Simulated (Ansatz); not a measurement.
Molecular dynamics of C3H11NOSi

Input file:

```yaml
crystal:
  periodic: [false, false, false]
  atoms:
    - { symbol: C, position_ang: [-0.113847, -2.166024, -1.111744] }
    - { symbol: O, position_ang: [0.669205, -0.993794, -1.505689] }
    - { symbol: Si, position_ang: [1.414281, 0.033831, -0.295657] }
    - { symbol: C, position_ang: [0.112435, 1.037869, 0.731177] }
    - { symbol: C, position_ang: [-0.902641, 1.717019, -0.204088] }
    - { symbol: "N", position_ang: [-0.585617, 0.072652, 1.605688] }
    - { symbol: H, position_ang: [-0.504358, -2.608761, -2.040617] }
    - { symbol: H, position_ang: [-0.948441, -1.888394, -0.444752] }
    - { symbol: H, position_ang: [0.519237, -2.915124, -0.596467] }
    - { symbol: H, position_ang: [2.309803, 0.955025, -1.093156] }
    - { symbol: H, position_ang: [2.236018, -0.803703, 0.685777] }
    - { symbol: H, position_ang: [0.662329, 1.83929, 1.287266] }
    - { symbol: H, position_ang: [-1.409792, 0.968907, -0.83548] }
    - { symbol: H, position_ang: [-1.672907, 2.256893, 0.380793] }
    - { symbol: H, position_ang: [-0.405895, 2.4516, -0.860657] }
    - { symbol: H, position_ang: [-1.418003, 0.455159, 2.065411] }
    - { symbol: H, position_ang: [0.018991, -0.412844, 2.272397] }
basis:
  gaussian: { orbitals: "6-31G" }
hamiltonian:
  xc: pbe
md:
  timestep: 0.25
  n_steps: 135
  ensemble: nvt_langevin
  temperature: 400.0
  initial_velocities: maxwell_boltzmann
  seed: 721363
  friction: 0.01
```

Launched with:

```bash
$ ansatz run input.yaml --threads 1 --pin off --max-ram 2048MiB --backend cpu --events-out ev --progress --plain --runs-dir out
```

It starts from a relaxed structure.

Output, in part (one step line in 2, the closing report, with atoms numbered from 0):

```
md step     0: t =     0.00 fs  T =   376.5 K  F+E_penalty+E_count = -14689.20441254 eV  E_kin = 0.827264 eV  (27 SCF iters)
md step     2: t =     0.50 fs  T =   368.1 K  F+E_penalty+E_count = -14689.18446444 eV  E_kin = 0.808955 eV  (28 SCF iters)
md step     4: t =     1.00 fs  T =   352.8 K  F+E_penalty+E_count = -14689.12869114 eV  E_kin = 0.775307 eV  (28 SCF iters)
md step     6: t =     1.50 fs  T =   321.2 K  F+E_penalty+E_count = -14689.04999830 eV  E_kin = 0.705850 eV  (23 SCF iters)
md step     8: t =     2.00 fs  T =   295.9 K  F+E_penalty+E_count = -14688.96381180 eV  E_kin = 0.650297 eV  (24 SCF iters)
md step    10: t =     2.50 fs  T =   272.5 K  F+E_penalty+E_count = -14688.88389167 eV  E_kin = 0.598861 eV  (22 SCF iters)
md step    12: t =     3.00 fs  T =   250.9 K  F+E_penalty+E_count = -14688.82231946 eV  E_kin = 0.551223 eV  (22 SCF iters)
md step    14: t =     3.50 fs  T =   234.1 K  F+E_penalty+E_count = -14688.77798079 eV  E_kin = 0.514443 eV  (23 SCF iters)
md step    16: t =     4.00 fs  T =   206.6 K  F+E_penalty+E_count = -14688.75197228 eV  E_kin = 0.453911 eV  (23 SCF iters)
md step    18: t =     4.50 fs  T =   204.6 K  F+E_penalty+E_count = -14688.74028032 eV  E_kin = 0.449612 eV  (22 SCF iters)
md step    20: t =     5.00 fs  T =   204.2 K  F+E_penalty+E_count = -14688.73567244 eV  E_kin = 0.448677 eV  (23 SCF iters)
md step    22: t =     5.50 fs  T =   210.9 K  F+E_penalty+E_count = -14688.73314712 eV  E_kin = 0.463420 eV  (28 SCF iters)
md step    24: t =     6.00 fs  T =   191.0 K  F+E_penalty+E_count = -14688.73026015 eV  E_kin = 0.419634 eV  (23 SCF iters)
md step    26: t =     6.50 fs  T =   189.8 K  F+E_penalty+E_count = -14688.73010573 eV  E_kin = 0.417094 eV  (22 SCF iters)
md step    28: t =     7.00 fs  T =   196.0 K  F+E_penalty+E_count = -14688.73086799 eV  E_kin = 0.430638 eV  (22 SCF iters)
md step    30: t =     7.50 fs  T =   199.6 K  F+E_penalty+E_count = -14688.73273714 eV  E_kin = 0.438637 eV  (23 SCF iters)
md step    32: t =     8.00 fs  T =   193.5 K  F+E_penalty+E_count = -14688.73459163 eV  E_kin = 0.425176 eV  (22 SCF iters)
md step    34: t =     8.50 fs  T =   206.5 K  F+E_penalty+E_count = -14688.73567248 eV  E_kin = 0.453690 eV  (22 SCF iters)
md step    36: t =     9.00 fs  T =   202.8 K  F+E_penalty+E_count = -14688.74068133 eV  E_kin = 0.445684 eV  (23 SCF iters)
md step    38: t =     9.50 fs  T =   201.0 K  F+E_penalty+E_count = -14688.75350443 eV  E_kin = 0.441694 eV  (23 SCF iters)
md step    40: t =    10.00 fs  T =   207.5 K  F+E_penalty+E_count = -14688.77473208 eV  E_kin = 0.456059 eV  (22 SCF iters)
md step    42: t =    10.50 fs  T =   221.8 K  F+E_penalty+E_count = -14688.79839035 eV  E_kin = 0.487372 eV  (23 SCF iters)
md step    44: t =    11.00 fs  T =   235.6 K  F+E_penalty+E_count = -14688.82074482 eV  E_kin = 0.517695 eV  (23 SCF iters)
md step    46: t =    11.50 fs  T =   239.9 K  F+E_penalty+E_count = -14688.83965958 eV  E_kin = 0.527097 eV  (23 SCF iters)
md step    48: t =    12.00 fs  T =   263.2 K  F+E_penalty+E_count = -14688.84876573 eV  E_kin = 0.578299 eV  (23 SCF iters)
md step    50: t =    12.50 fs  T =   252.0 K  F+E_penalty+E_count = -14688.84820086 eV  E_kin = 0.553813 eV  (23 SCF iters)
md step    52: t =    13.00 fs  T =   245.2 K  F+E_penalty+E_count = -14688.84050025 eV  E_kin = 0.538730 eV  (23 SCF iters)
md step    54: t =    13.50 fs  T =   256.8 K  F+E_penalty+E_count = -14688.82654817 eV  E_kin = 0.564374 eV  (23 SCF iters)
md step    56: t =    14.00 fs  T =   249.1 K  F+E_penalty+E_count = -14688.80803399 eV  E_kin = 0.547269 eV  (23 SCF iters)
md step    58: t =    14.50 fs  T =   247.8 K  F+E_penalty+E_count = -14688.78847352 eV  E_kin = 0.544448 eV  (23 SCF iters)
md step    60: t =    15.00 fs  T =   239.2 K  F+E_penalty+E_count = -14688.77208659 eV  E_kin = 0.525519 eV  (23 SCF iters)
md step    62: t =    15.50 fs  T =   231.7 K  F+E_penalty+E_count = -14688.76454201 eV  E_kin = 0.509067 eV  (22 SCF iters)
md step    64: t =    16.00 fs  T =   239.2 K  F+E_penalty+E_count = -14688.76095369 eV  E_kin = 0.525698 eV  (23 SCF iters)
md step    66: t =    16.50 fs  T =   237.9 K  F+E_penalty+E_count = -14688.75514939 eV  E_kin = 0.522836 eV  (23 SCF iters)
md step    68: t =    17.00 fs  T =   222.1 K  F+E_penalty+E_count = -14688.75068003 eV  E_kin = 0.488047 eV  (23 SCF iters)
md step    70: t =    17.50 fs  T =   222.3 K  F+E_penalty+E_count = -14688.74310591 eV  E_kin = 0.488505 eV  (23 SCF iters)
md step    72: t =    18.00 fs  T =   213.3 K  F+E_penalty+E_count = -14688.73024310 eV  E_kin = 0.468814 eV  (28 SCF iters)
md step    74: t =    18.50 fs  T =   217.7 K  F+E_penalty+E_count = -14688.71398624 eV  E_kin = 0.478434 eV  (23 SCF iters)
md step    76: t =    19.00 fs  T =   215.3 K  F+E_penalty+E_count = -14688.70033565 eV  E_kin = 0.473092 eV  (23 SCF iters)
md step    78: t =    19.50 fs  T =   212.4 K  F+E_penalty+E_count = -14688.69250565 eV  E_kin = 0.466676 eV  (23 SCF iters)
md step    80: t =    20.00 fs  T =   220.7 K  F+E_penalty+E_count = -14688.69376265 eV  E_kin = 0.484902 eV  (22 SCF iters)
md step    82: t =    20.50 fs  T =   232.0 K  F+E_penalty+E_count = -14688.70169917 eV  E_kin = 0.509693 eV  (22 SCF iters)
md step    84: t =    21.00 fs  T =   240.4 K  F+E_penalty+E_count = -14688.71456092 eV  E_kin = 0.528201 eV  (22 SCF iters)
md step    86: t =    21.50 fs  T =   247.3 K  F+E_penalty+E_count = -14688.73488607 eV  E_kin = 0.543328 eV  (22 SCF iters)
md step    88: t =    22.00 fs  T =   257.6 K  F+E_penalty+E_count = -14688.76389196 eV  E_kin = 0.565991 eV  (22 SCF iters)
md step    90: t =    22.50 fs  T =   280.1 K  F+E_penalty+E_count = -14688.79758558 eV  E_kin = 0.615420 eV  (22 SCF iters)
md step    92: t =    23.00 fs  T =   299.2 K  F+E_penalty+E_count = -14688.82411466 eV  E_kin = 0.657530 eV  (23 SCF iters)
md step    94: t =    23.50 fs  T =   308.8 K  F+E_penalty+E_count = -14688.83987105 eV  E_kin = 0.678464 eV  (23 SCF iters)
md step    96: t =    24.00 fs  T =   306.6 K  F+E_penalty+E_count = -14688.84001035 eV  E_kin = 0.673651 eV  (23 SCF iters)
md step    98: t =    24.50 fs  T =   310.1 K  F+E_penalty+E_count = -14688.82428631 eV  E_kin = 0.681496 eV  (27 SCF iters)
md step   100: t =    25.00 fs  T =   285.9 K  F+E_penalty+E_count = -14688.79441668 eV  E_kin = 0.628173 eV  (23 SCF iters)
md step   102: t =    25.50 fs  T =   271.4 K  F+E_penalty+E_count = -14688.75872058 eV  E_kin = 0.596393 eV  (23 SCF iters)
md step   104: t =    26.00 fs  T =   247.5 K  F+E_penalty+E_count = -14688.72455854 eV  E_kin = 0.543879 eV  (23 SCF iters)
md step   106: t =    26.50 fs  T =   244.1 K  F+E_penalty+E_count = -14688.70022989 eV  E_kin = 0.536355 eV  (22 SCF iters)
md step   108: t =    27.00 fs  T =   242.8 K  F+E_penalty+E_count = -14688.68342667 eV  E_kin = 0.533474 eV  (23 SCF iters)
md step   110: t =    27.50 fs  T =   245.5 K  F+E_penalty+E_count = -14688.67027096 eV  E_kin = 0.539357 eV  (23 SCF iters)
md step   112: t =    28.00 fs  T =   250.8 K  F+E_penalty+E_count = -14688.66072202 eV  E_kin = 0.551091 eV  (23 SCF iters)
md step   114: t =    28.50 fs  T =   262.5 K  F+E_penalty+E_count = -14688.65676290 eV  E_kin = 0.576786 eV  (23 SCF iters)
md step   116: t =    29.00 fs  T =   258.1 K  F+E_penalty+E_count = -14688.65707311 eV  E_kin = 0.567076 eV  (23 SCF iters)
md step   118: t =    29.50 fs  T =   246.9 K  F+E_penalty+E_count = -14688.66461700 eV  E_kin = 0.542557 eV  (23 SCF iters)
md step   120: t =    30.00 fs  T =   260.0 K  F+E_penalty+E_count = -14688.68250726 eV  E_kin = 0.571232 eV  (24 SCF iters)
md step   122: t =    30.50 fs  T =   265.9 K  F+E_penalty+E_count = -14688.70709197 eV  E_kin = 0.584322 eV  (27 SCF iters)
md step   124: t =    31.00 fs  T =   283.9 K  F+E_penalty+E_count = -14688.73116667 eV  E_kin = 0.623762 eV  (23 SCF iters)
md step   126: t =    31.50 fs  T =   285.7 K  F+E_penalty+E_count = -14688.74404912 eV  E_kin = 0.627823 eV  (23 SCF iters)
md step   128: t =    32.00 fs  T =   287.4 K  F+E_penalty+E_count = -14688.74749316 eV  E_kin = 0.631429 eV  (23 SCF iters)
md step   130: t =    32.50 fs  T =   289.8 K  F+E_penalty+E_count = -14688.73966003 eV  E_kin = 0.636833 eV  (23 SCF iters)
md step   132: t =    33.00 fs  T =   288.2 K  F+E_penalty+E_count = -14688.71873676 eV  E_kin = 0.633312 eV  (23 SCF iters)
md step   134: t =    33.50 fs  T =   261.8 K  F+E_penalty+E_count = -14688.69243694 eV  E_kin = 0.575320 eV  (23 SCF iters)
md step   135: t =    33.75 fs  T =   263.8 K  F+E_penalty+E_count = -14688.67971448 eV  E_kin = 0.579780 eV  (27 SCF iters)
Total energy: -14688.67974753 eV, -539.7990243772 hartree
Atom 0 at    -0.174065    -2.081015    -1.222487 Å, force     1.424691    -0.807854    -1.107338 eV/Å
Atom 1 at     0.645999    -0.882493    -1.632892 Å, force    -0.330020     0.050182     1.411730 eV/Å
Atom 2 at     1.378068     0.114543    -0.314301 Å, force    -0.886226     0.217576    -1.070304 eV/Å
Atom 3 at     0.101557     1.017589     0.806156 Å, force    -1.512628    -1.146432    -1.466958 eV/Å
Atom 4 at    -0.760292     1.870277    -0.217898 Å, force     0.578352     1.084543     1.170326 eV/Å
Atom 5 at    -0.716259     0.105159     1.629145 Å, force    -1.225518     0.843852    -0.073171 eV/Å
Atom 6 at    -0.228841    -2.615532    -2.209656 Å, force    -0.245732     0.026366     0.755285 eV/Å
Atom 7 at    -1.187076    -1.919049    -0.827750 Å, force     0.074230     0.634944     0.081827 eV/Å
Atom 8 at     0.407579    -2.735047    -0.504267 Å, force    -0.436532     0.439589    -0.409896 eV/Å
Atom 9 at     2.047768     1.252983    -1.019044 Å, force     0.163745     0.069027    -0.287860 eV/Å
Atom 10 at     2.403286    -0.559198     0.490674 Å, force     0.589204    -0.813191     0.508394 eV/Å
Atom 11 at     0.707015     1.640700     1.417601 Å, force     0.896699     1.541842     0.819931 eV/Å
Atom 12 at    -1.143854     1.332355    -1.102822 Å, force     0.126160    -0.185405     0.289628 eV/Å
Atom 13 at    -1.607771     2.317942     0.353248 Å, force     0.012931    -0.181484    -0.310745 eV/Å
Atom 14 at    -0.137701     2.759574    -0.559363 Å, force    -0.453612    -0.848129     0.119496 eV/Å
Atom 15 at    -1.378821     0.543923     2.310548 Å, force     0.484377    -0.009904    -0.828097 eV/Å
Atom 16 at    -0.204350    -0.600058     2.113318 Å, force     0.739880    -0.915523     0.397752 eV/Å
Dipole moment:    -0.067959    -0.004907     0.603288 e Å
```

All steps were run. The mean temperature of the second half is 35 % below the set value. A run of 0.034 ps of so small a system gives no equilibrium averages. Limits of this set-up: no polarisation functions.

The same pairs are bonded in the first frame and the last. Pairs count as bonded within 1.25 times the sum of covalent radii (0.12 Å more for H–H).

Last frame:

```xyz
17
Properties=species:S:1:pos:R:3
C -0.174 -2.081 -1.222
O 0.646 -0.882 -1.633
Si 1.378 0.115 -0.314
C 0.102 1.018 0.806
C -0.760 1.870 -0.218
N -0.716 0.105 1.629
H -0.229 -2.615 -2.210
H -1.187 -1.919 -0.828
H 0.408 -2.735 -0.504
H 2.048 1.253 -1.019
H 2.403 -0.559 0.491
H 0.707 1.641 1.418
H -1.144 1.332 -1.103
H -1.608 2.318 0.353
H -0.138 2.760 -0.559
H -1.379 0.544 2.311
H -0.204 -0.600 2.113
```

The run took 26 min on 1 thread of Intel(R) Xeon(R) Processor @ 2.50GHz (Skylake/Cascade Lake) (shared host), peak memory 0.15 GiB.
